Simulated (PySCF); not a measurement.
**BiSF, singlet: data card**

Method: PySCF, PBE0, basis Bi def2-TZVP with ECP60, S def2-TZVP, F def2-TZVP (scalar-relativistic core potentials, no spin–orbit coupling, density fitting).

The structure is a minimum.

```xyz
3
charge 0 multiplicity 1, angstrom
Bi    0.1636    0.2373    0.0000
S     0.0026   -2.0314    0.0000
F    -1.7764    0.8307    0.0000
```

| Property | Result |
| --- | --- |
| Point group | Cs |
| Bond lengths | Bi–F 2.029 Å, Bi–S 2.274 Å |
| Bond angles | F–Bi–S 103.0° |
| Principal quadrupole moments (Buckingham, traceless) about the centre of mass | -8.55, 0.92, 7.63 D Å |
| Rotational constants | 0.2749, 0.1047, 0.07581 cm⁻¹ |
| Heat capacity Cp at 298.15 K | 51.5 J/(mol K) |
| Zero-point energy | 7.0 kJ/mol |
| Rotational symmetry number | 1 |
| Entropy at 298.15 K and 1 bar | 303.4 J/(mol K) |
| Principal polarisabilities | 36.1, 45.7, 84.8 bohr³ |
| Enthalpy at 298.15 K above 0 K | 12.71 kJ/mol |
| Highest occupied level | -7.40 eV |
| Dipole moment | 4.16 D |
| Atomisation energy without zero-point energy | 718 kJ/mol |
| Lowest empty level | -3.66 eV |

Harmonic modes (masses in u: Bi 208.980, S 31.972, F 18.998):
| symmetry | ω (cm⁻¹) | IR (km/mol) | μ (u) |
| --- | --- | --- | --- |
| a' | 163 | 6.6 | 23.90 |
| a' | 467 | 39.8 | 35.85 |
| a' | 542 | 96.3 | 20.70 |

Charges (e):
| atom | Mulliken | Löwdin | polar tensor | Mayer order to Bi1 |
| --- | --- | --- | --- | --- |
| Bi1 | 0.93 | 0.51 | 1.16 | – |
| S2 | -0.44 | -0.15 | -0.49 | 2.13 |
| F3 | -0.49 | -0.36 | -0.67 | 0.77 |

Mulliken populations on Bi1 (electrons outside its core potential): s 3.90, p 7.91, d 10.17, f 0.08.

Outer orbital energies (eV). occupied: -19.99, -15.97, -11.27, -10.91, -10.90, -8.44, -7.97, -7.40; empty: -3.66, -1.49, -0.29, 3.00.

Counting electrons, bismuth keeps 2 of its valence electrons outside its bonds, so the VSEPR class is AX2E1 and the expected shape is bent; with unlike ligands the computed point group is Cs.

This need not be the most stable arrangement of these atoms. Spin–orbit coupling, left out here, can matter for elements this heavy.

The final relaxation and frequency run took 31 s on 4 threads of a shared Arm Neoverse V1 host, with 118 basis functions and 15 gradients; the process peaked at 1.1 GiB. Launch command: `OMP_NUM_THREADS=4 python axn.py task.json out`.
